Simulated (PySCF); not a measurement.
# Be: excitation energy

Be [He] 2s2 (1S) → Be [He] 2p2 (3P), as a difference of total energies. Computed with PySCF 2.14 in aug-cc-pVQZ, with no relativity, point nucleus. Correlated levels: valence: 1s2 frozen. The calculations carry no spin-orbit coupling.

Order these methods by the excitation energy they give, lowest first.
A. SCS-MP2 (valence)
B. CCSD (valence)
C. MP2 (valence)
D. UHF

D (6.440 eV), C (7.072 eV), A (7.347 eV), B (7.437 eV).

Errors of the correlated levels include the incompleteness of this basis and the frozen core.

With two correlated electrons CCSD is exact in that space.

For comparison: 7.401 eV (measured; NIST levels, between the centres of gravity of the two terms).
